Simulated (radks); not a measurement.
Values are calculated unless marked as measured or tabulated.
The selenium anion Se2-, [Kr], held by a Watson sphere: a shell of charge +2 at radius R that stands for the Madelung well of a crystal (potential energy -2/R inside, -2/r outside, in hartree with lengths in bohr). Level of theory: scalar-relativistic Kohn-Sham, LDA (Slater exchange, Perdew-Wang correlation), spin-unpolarised, spherical densities, point nucleus (a radial shooting solver on a logarithmic mesh with Libxc functionals). Response by self-consistent Sternheimer equations with the Hartree and adiabatic LDA kernel, the relativistic mass of each level held fixed and spin-orbit coupling left out. The sphere does not respond.

R (bohr)	e(3d) (eV)	e(4s) (eV)	e(4p) (eV)	<r> 4p (bohr)	sum of <r^2> (bohr^2)	X-ray form factor at sin(theta)/lambda = 0.3 1/angstrom	alpha (bohr^3)
2.25	-51.775	-18.354	-7.937	2.294	53.16	23.138	30.84
2.9	-50.849	-16.676	-6.747	2.462	59.58	23.157	44.08
3.67	-50.035	-15.198	-5.428	2.630	66.71	23.200	67.09
3.94	-49.767	-14.782	-5.018	2.681	69.08	23.210	77.34
4.41	-49.326	-14.154	-4.374	2.763	73.08	23.221	98.36
